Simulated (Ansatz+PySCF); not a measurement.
The numbers below are computed, except where a source is named.
## Ansatz (development build ahead of 0.2.0) run

```yaml
crystal:
  periodic: [false, false, false]
  atoms:
    - { symbol: Si, position_ang: [0.0, 0.0, 0.0] }
    - { symbol: F, position_ang: [0.84255, 0.84255, 0.84255] }
    - { symbol: F, position_ang: [0.84255, -0.84255, -0.84255] }
    - { symbol: F, position_ang: [-0.84255, 0.84255, -0.84255] }
    - { symbol: F, position_ang: [-0.84255, -0.84255, 0.84255] }
basis:
  gaussian: { orbitals: def2-SVP }
magnetization:
  spin_polarized: true
hamiltonian:
  xc: hf
correlation:
  method: mp2
  frozen_orbitals: { F: 1, Si: 5 }
```

The input is written out in the form of the current development build from the run's settings.

The run gave:

```yaml
Converged: yes
Reference_energy: -686.47671 hartree
Correlation_energy: -0.80878 hartree
Total_energy: -687.28549 hartree
Spin_squared_of_the_determinant: 0.000
Stability_test: minimum
Occupied_orbitals_by_symmetry_in_an_Abelian_subgroup_alpha;_beta: 11 A1 2 A2 6 B1 6 B2; 11 A1 2 A2 6 B1 6 B2
```
